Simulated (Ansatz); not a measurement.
Cd7Se7. Total charge 0; singlet. Geometry PBE-D4/def2-SVP, basis def2-TZVP, Ansatz.

Cartesian coordinates in Å:
```
Se -2.2776 1.0964 -2.2481
Se 3.8695 0.2139 0.2215
Se 1.1741 -1.9247 -3.3939
Se 0.6502 4.0232 0.0389
Se -2.5046 1.0882 1.9836
Se 0.7876 -1.9506 3.4955
Se -2.1847 -2.5719 -0.1284
Cd 2.2585 2.2212 0.1331
Cd -1.2103 2.2073 -0.0673
Cd -3.3867 -0.1891 -0.1882
Cd 2.5337 -0.9073 -1.6737
Cd 2.3316 -0.9198 1.9476
Cd -0.9122 -1.1880 -2.0248
Cd -1.1291 -1.1989 1.9042
```

```csv
run,HOMO (eV),LUMO (eV)
A,-5.78,-4.10
B,-6.49,-3.18
C,-8.54,-0.72
D,-5.79,-3.75
E,-6.27,-3.36
F,-5.55,-3.79
```

In the def2 sets Cd takes a core potential; there is no spin–orbit coupling. B3LYP takes the VWN-RPA correlation. Single mean-field runs in def2-TZVP are fitted with def2-universal-jkfit.

Q: The runs used B3LYP, HF, LDA (SPW92), PBE, PBE0, r2SCAN. Estimate which is which.

A: A LDA (SPW92) (0 % exact exchange); B PBE0 (25 % exact exchange); C HF (100 % exact exchange); D r2SCAN (0 % exact exchange); E B3LYP (20 % exact exchange); F PBE (0 % exact exchange). Exact exchange lowers occupied and raises empty levels; among semilocal functionals meta-GGAs tend to open the gap a little, and such runs are hard to tell apart. The gap grows from 1.67 eV (LDA (SPW92)) to 7.82 eV (HF).
